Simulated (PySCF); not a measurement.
**Molecular orbitals of MgTe**

revPBE at R = 2.480 Å; PySCF, scalar-relativistic core potentials, basis sets Mg def2-SVPD, Te def2-SVPD with ECP28. State: ¹Σ⁺ (singlet), closed shell. Only the outer orbitals are listed, counted within each symmetry, core potentials removing the inner ones.

```tsv
orbital	occ.	ε (eV)	on Mg (%)	main shells (%)
7σ	2	-13.76	10	90 Te s
8σ	2	-6.59	54	54 Mg s, 43 Te p
4π	2	-4.60	15	85 Te p, 12 Mg p
4π	2	-4.60	15	85 Te p, 12 Mg p
9σ	0	-4.28	71	38 Mg s, 33 Mg p, 28 Te p
5π	0	-1.55	95	91 Mg p
5π	0	-1.55	95	91 Mg p
```

Which are the highest filled and the lowest empty level, where do they sit, and how wide is the gap?

Highest filled 4π at -4.60 eV (in %: 85 Te p, 12 Mg p); lowest empty 9σ at -4.28 eV (in %: 38 Mg s, 33 Mg p, 28 Te p); the gap at revPBE is 0.32 eV.

The bond order (Mayer) is 2.05. The ⟨S²⟩ is 0.000, the charge on Mg (Mulliken, basis-dependent) is 0.11 and the charge on Mg (Löwdin, basis-dependent) is 0.19. The dipole moment (positive dipole means Mg(−)Te(+)) is -6.49 D.

Spin–orbit coupling is left out.
